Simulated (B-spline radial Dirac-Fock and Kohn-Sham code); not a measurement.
f′ and f″ of Sr, 4.5109 keV to 64.41 keV

The computed values come from a radial B-spline solver: the dispersion relation over Dirac-Hartree-Slater subshell photoionisation cross sections, with the Kissel-Pratt high-energy constant (isolated atom, no bound-bound lines or fine structure). The forward scattering factor is f₀ + f′ + i f″.

Edges near this range: K 16105.0 eV.

| hν (eV) | λ (Å) | f′ (e) | f″ (e) | tabulated f′ | tabulated f″ |
| --- | --- | --- | --- | --- | --- |
| 4510.9 | 2.749 | 0.098 | 4.970 | 0.07 | 4.83 |
| 5104 | 2.429 | 0.116 | 4.049 | 0.09 | 3.90 |
| 5414.7 | 2.290 | 0.093 | 3.668 | 0.07 | 3.52 |
| 6000 | 2.066 | 0.017 | 3.083 | 0.00 | 2.95 |
| 6403.9 | 1.936 | -0.048 | 2.759 | -0.07 | 2.64 |
| 6497 | 1.908 | -0.063 | 2.691 | -0.09 | 2.58 |
| 6930.3 | 1.789 | -0.140 | 2.408 | -0.16 | 2.31 |
| 8047.8 | 1.541 | -0.344 | 1.857 | -0.36 | 1.80 |
| 9251.7 | 1.340 | -0.563 | 1.453 | -0.58 | 1.42 |
| 12000 | 1.033 | -1.092 | 0.912 | -1.11 | 0.86 |
| 12340 | 1.005 | -1.169 | 0.867 | -1.18 | 0.82 |
| 13190 | 0.9400 | -1.389 | 0.769 | -1.40 | 0.72 |
| 14490 | 0.8557 | -1.886 | 0.648 | -1.90 | 0.61 |
| 15000 | 0.8266 | -2.211 | 0.608 | -2.26 | 0.57 |
| 17479.3 | 0.7093 | -1.523 | 3.270 | -1.50 | 3.22 |
| 17790 | 0.6969 | -1.301 | 3.179 | -1.29 | 3.12 |
| 20060 | 0.6181 | -0.443 | 2.615 | -0.45 | 2.58 |
| 22162.9 | 0.5594 | -0.107 | 2.215 | -0.11 | 2.20 |
| 23550 | 0.5265 | 0.021 | 1.999 | 0.01 | 1.98 |
| 24209.8 | 0.5121 | 0.067 | 1.908 | 0.06 | 1.89 |
| 30000 | 0.4133 | 0.244 | 1.316 | 0.24 | 1.31 |
| 40000 | 0.3100 | 0.247 | 0.785 | 0.24 | 0.77 |
| 64410 | 0.1925 | ? | ? | ? | ? |

Q: What are f′ and f″ at 64410 eV?

A: f′ = 0.108 and f″ = 0.321 electrons (tables: 0.10 and 0.32). By the optical theorem f″ corresponds to a photoabsorption cross section 2 rₑ λ f″ = 348 b.

Tabulated f′: xraylib 4.2 anomalous scattering factors (Cullen et al., EPDL97); f″: Chantler's tables (J. Phys. Chem. Ref. Data 1995 and 2000). Both are theoretical tables.
